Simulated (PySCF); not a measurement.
Computed shifts of a molecule C₃H₈GeSi, PBE/pcSseg-1 run with PySCF, GIAO, gas phase, equivalent atoms averaged, in ppm (number of nuclei): ¹³C: 85.6 (1), 74.1 (1), 6.2 (1). ²⁹Si: -106.0 (1). ¹H: 4.38 (2), 4.05 (3), 2.42 (1), 2.12 (1), 2.02 (1). References: ¹³C against TMS (σ = 182.0 ppm); ⁷³Ge against GeH4 (σ = 1614.4 ppm); ²⁹Si against TMS (σ = 335.4 ppm); ¹H against TMS (σ = 31.49 ppm), references at their B3LYP-D3(BJ)/def2-TZVP geometries, non-relativistic. Coordinates come from a r2SCAN-D4/def2-SVP optimisation. The values are those of a single conformer.

Task: Identify the compound among the candidates.
(A) C[Si@H]1C=[CH][GeH2]1
(B) C#C[CH2][GeH2][SiH3]
(C) C1=[CH][GeH2][SiH2]C1
(D) C=C=[C]([SiH3])[GeH3]

Result: B, C#C[CH2][GeH2][SiH3]
